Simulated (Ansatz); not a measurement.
Reaction (formal hydrolysis of the Si–Si bond): `O[SiH]([SiH3])[GeH3]` + H₂O → `O[SiH](O)[GeH3]` + SiH₄

Computed with Ansatz on PBE0-D4/def2-TZVP structures; ΔE is electronic, products minus reactants. CBS: MP2 limit from def2 TZ/QZ plus the TZ coupled-cluster correction, frozen cores. This one scheme is used for every species. Functionals use def2-TZVPP. For Ge outer-core shells are correlated without core-valence functions, which leaves a few kJ/mol of doubt a bond. Scalar relativity is left out up to krypton. One conformer a species, not always the lowest.

`O[SiH]([SiH3])[GeH3]`:

Z-matrix (Å, degrees):
```
Si
Si 1 2.338
Ge 1 2.389 2 110.7
O 1 1.658 2 107.0 3 122.2
H 1 1.495 2 109.5 3 -117.5
H 2 1.489 1 108.1 3 58.6
H 2 1.487 1 110.4 3 -60.2
H 2 1.487 1 111.6 3 178.3
H 3 1.542 1 110.8 2 173.4
H 3 1.539 1 110.4 2 -67.2
H 3 1.539 1 111.6 2 53.3
H 4 0.959 1 117.4 2 179.9
```

H₂O:

```xyz
3

O    -0.248   -0.095    0.284
H     0.459   -0.633   -0.078
H    -0.211    0.729   -0.206
```

`O[SiH](O)[GeH3]`:

Z-matrix (Å, degrees):
```
Si
O 1 1.644
Ge 1 2.390 2 109.6
O 1 1.644 2 113.8 3 -123.1
H 1 1.477 2 105.1 3 122.5
H 2 0.958 1 119.0 3 42.4
H 3 1.538 1 112.0 2 56.5
H 3 1.545 1 109.8 2 -62.5
H 3 1.538 1 112.0 2 178.5
H 4 0.958 1 119.0 2 80.5
```

SiH₄:

```xyz
5

Si    0.000    0.000    0.000
H    -0.188   -0.043   -1.472
H     1.451    0.023    0.313
H    -0.620   -1.201    0.614
H    -0.643    1.222    0.545
```

```csv
level,ΔE (kJ/mol)
r2SCAN,-105.7
HF/CBS(def2),-129.2
```

What does CCSD(T)/CBS give? (Estimate.)

The calculation gave: -102.9 kJ/mol. The listed levels differ from it by -2.8, -26.3 kJ/mol.

Largest T1 diagnostic among the species: 0.013.

The D4 term adds +6.3 kJ/mol with B3LYP and +3.7 kJ/mol with PBE0; it sums over pairs of atoms, weighted by their polarisabilities, and B3LYP, whose exchange is more repulsive, gets the larger term. In def2-TZVPP, CCSD(T) changes the Hartree–Fock value by +21.3 kJ/mol (the triples alone add +2.4 kJ/mol) and MP2 by +15.9 kJ/mol. From PBE to PBE0 (25 % exact exchange), in def2-TZVPP and without D4, ΔE moves by −3.7 kJ/mol.

B3LYP here is the variant with VWN-RPA as its local correlation; programs differ in this.
